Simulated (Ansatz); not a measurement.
Two members of one family (Si nanocrystals, hexagonal, H-capped), computed with Ansatz in the gas phase. The two geometries come from different levels. Binding counts from free atoms in the multiplicity of their measured ground term, without zero-point energy. Sets without diffuse functions give affinities that are too small. A dash marks a value that wasn't run or was left out as unsound. The structures are stationary points that may keep the symmetry of their start. Remarks come from the PBE and PBE0 runs and from stability tests at other levels; not every state was tested. HOMO above LUMO (over both spins in singlets and doublets, within one spin in higher multiplets; at PBE or PBE0), or a gap under 0.15 eV within one spin, warns that the state may not be the lowest or that an electron is smeared out.

First: Si32H38 (singlet, charge 0, PBE-D4/def2-SVP geometry).

Cartesian coordinates in Å:
```
Si -4.218 -2.624 0.975
Si -3.267 -3.605 -0.941
Si -0.144 -4.466 1.143
Si -0.927 -3.416 -0.825
Si 0.066 -4.415 -2.707
Si 2.404 -4.216 -2.535
Si -3.672 -0.336 0.972
Si -4.505 0.669 -1.002
Si -0.551 -1.158 3.047
Si 0.949 -2.885 2.500
Si -1.334 -0.125 1.071
Si -0.373 -1.134 -0.816
Si -2.723 1.570 -2.247
Si -1.191 -0.130 -2.793
Si 2.751 -1.954 1.306
Si 1.961 -0.913 -0.666
Si 2.946 -1.927 -2.545
Si 0.607 0.780 -4.007
Si 2.137 -0.928 -4.534
Si -1.006 2.172 4.907
Si 0.514 0.447 4.397
Si -1.780 3.182 2.909
Si -0.790 2.156 1.042
Si -1.610 3.171 -0.929
Si 2.325 1.346 3.194
Si 3.851 -0.362 2.647
Si 1.539 2.376 1.215
Si 2.497 1.374 -0.682
Si 0.185 4.119 -2.117
Si 1.681 2.386 -2.660
Si 2.056 4.667 1.232
Si 1.260 5.703 -0.746
H -5.715 -2.807 0.987
H -3.649 -3.291 2.204
H -3.654 -5.060 -1.048
H -3.766 -2.894 -2.174
H -1.307 -5.070 1.892
H 0.805 -5.583 0.781
H -0.347 -5.864 -2.794
H -0.412 -3.713 -3.953
H 2.857 -4.845 -1.241
H 3.092 -4.926 -3.675
H -4.267 0.348 2.182
H -5.241 -0.360 -1.826
H -5.481 1.762 -0.641
H -1.735 -1.735 3.790
H 1.464 -3.527 3.768
H -3.222 2.217 -3.518
H -1.882 -1.183 -3.628
H 3.711 -3.055 0.919
H 4.444 -1.740 -2.462
H 0.082 1.443 -5.260
H 1.466 -1.972 -5.393
H 3.295 -0.358 -5.315
H -2.174 1.606 5.676
H -0.330 3.205 5.773
H 1.020 -0.212 5.659
H -3.279 3.051 2.811
H -1.442 4.653 2.908
H -2.585 4.257 -0.531
H 3.007 2.397 4.040
H 4.361 -1.019 3.906
H 5.027 0.217 1.902
H 3.999 1.533 -0.634
H -0.327 4.762 -3.385
H 2.860 2.957 -3.414
H 1.428 5.313 2.441
H 3.552 4.843 1.334
H 0.292 6.804 -0.389
H 2.417 6.321 -1.493
```

```csv
level,HOMO (eV),LUMO (eV),gap (eV),vertical IE (eV),vertical EA (eV),vertical triplet (eV),binding per atom (eV)
PBE-D4/def2-SVP,-5.79,-2.40,3.39,–,–,–,3.38
PBE-D4/def2-TZVP,-5.78,-2.56,3.23,7.14,1.43,3.16,3.37
r2SCAN-D4/def2-TZVP,-5.98,-2.45,3.53,–,–,–,3.38
B3LYP-D4/6-31G,-6.44,-1.40,5.04,–,–,–,3.06
PBE0-D4/def2-TZVP,-6.65,-1.89,4.76,7.57,1.17,3.80,3.38
```

Remarks: gap within one spin near zero at PBE or PBE0 (+1 doublet), gap within one spin near zero at PBE or PBE0 (-1 doublet), gap within one spin near zero at PBE or PBE0 (triplet).

Second: Si35H42, rod (singlet, charge 0, r2SCAN-D4/def2-SVP geometry).

Cartesian coordinates in Å:
```
Si 4.101 -2.429 -0.443
Si 3.086 -1.601 1.528
Si 2.982 2.790 0.610
Si 1.988 3.598 2.599
Si 4.290 -0.961 -5.768
Si 3.789 -2.727 -4.301
Si 2.574 0.437 -2.418
Si 2.791 -1.904 -2.321
Si 1.549 1.265 -0.457
Si 1.076 -0.498 1.021
Si -0.148 2.663 2.883
Si 0.073 0.327 2.995
Si -1.137 3.486 4.867
Si -1.600 1.708 6.337
Si 2.370 -4.274 -5.358
Si 0.664 -2.860 -2.011
Si -0.354 -2.022 -0.052
Si -0.830 -3.788 1.421
Si -2.055 -0.627 3.288
Si -1.811 -2.960 3.408
Si -3.047 0.188 5.275
Si 2.417 0.370 -6.270
Si 1.279 0.994 -4.299
Si -0.466 2.355 -0.979
Si -1.470 3.177 1.003
Si -3.155 4.584 4.368
Si 0.241 -3.387 -5.810
Si -0.827 -0.021 -4.044
Si -0.663 -2.362 -3.885
Si -1.873 0.827 -2.087
Si -2.360 -0.912 -0.575
Si -3.611 2.252 1.308
Si -3.360 -0.084 1.405
Si -4.602 3.072 3.294
Si -5.057 1.300 4.773
H 5.465 -1.827 -0.603
H 4.258 -3.917 -0.346
H 4.011 -0.645 2.218
H 2.804 -2.729 2.473
H 4.284 2.115 0.921
H 3.260 3.929 -0.322
H 2.837 3.236 3.779
H 1.877 5.091 2.546
H 5.299 -0.066 -5.112
H 4.895 -1.504 -7.027
H 5.071 -3.425 -3.942
H 3.945 1.036 -2.547
H 0.937 -0.029 4.171
H -0.186 4.445 5.523
H -0.329 1.020 6.728
H -2.252 2.239 7.578
H 3.008 -4.765 -6.623
H 2.174 -5.447 -4.446
H 0.827 -4.348 -1.882
H 0.436 -4.525 1.738
H -1.766 -4.744 0.747
H -0.948 -3.299 4.585
H -3.154 -3.593 3.617
H -3.323 -0.969 6.192
H 2.905 1.620 -6.940
H 1.504 -0.336 -7.224
H 1.066 2.481 -4.325
H -0.173 3.521 -1.879
H -1.579 4.671 0.897
H -2.894 5.764 3.483
H -3.790 5.074 5.635
H 0.300 -2.428 -6.957
H -0.662 -4.518 -6.202
H -1.679 0.326 -5.229
H -2.048 -2.901 -3.664
H -3.148 1.518 -2.478
H -3.306 -1.887 -1.212
H -4.481 2.612 0.138
H -4.707 -0.727 1.563
H -5.883 3.770 2.938
H -5.664 1.841 6.034
H -6.031 0.347 4.152
```

**Question.** Estimate the same table for the second.

**Answer.** 
```json
{"level": "PBE-D4/def2-SVP", "HOMO (eV)": "-5.87", "LUMO (eV)": "-2.31", "gap (eV)": "3.57", "vertical IE (eV)": "–", "vertical EA (eV)": "–", "vertical triplet (eV)": "–", "binding per atom (eV)": "3.37"}
{"level": "PBE-D4/def2-TZVP", "HOMO (eV)": "-5.86", "LUMO (eV)": "-2.45", "gap (eV)": "3.41", "vertical IE (eV)": "7.15", "vertical EA (eV)": "1.38", "vertical triplet (eV)": "3.37", "binding per atom (eV)": "3.36"}
{"level": "r2SCAN-D4/def2-TZVP", "HOMO (eV)": "-6.05", "LUMO (eV)": "-2.33", "gap (eV)": "3.73", "vertical IE (eV)": "–", "vertical EA (eV)": "–", "vertical triplet (eV)": "–", "binding per atom (eV)": "3.37"}
{"level": "B3LYP-D4/6-31G", "HOMO (eV)": "-6.47", "LUMO (eV)": "-1.29", "gap (eV)": "5.18", "vertical IE (eV)": "–", "vertical EA (eV)": "–", "vertical triplet (eV)": "–", "binding per atom (eV)": "3.05"}
{"level": "PBE0-D4/def2-TZVP", "HOMO (eV)": "-6.72", "LUMO (eV)": "-1.77", "gap (eV)": "4.94", "vertical IE (eV)": "7.60", "vertical EA (eV)": "1.09", "vertical triplet (eV)": "4.03", "binding per atom (eV)": "3.37"}
```

Remarks: gap within one spin near zero at PBE or PBE0 (+1 doublet), gap within one spin near zero at PBE or PBE0 (-1 doublet), gap within one spin near zero at PBE or PBE0 (triplet).
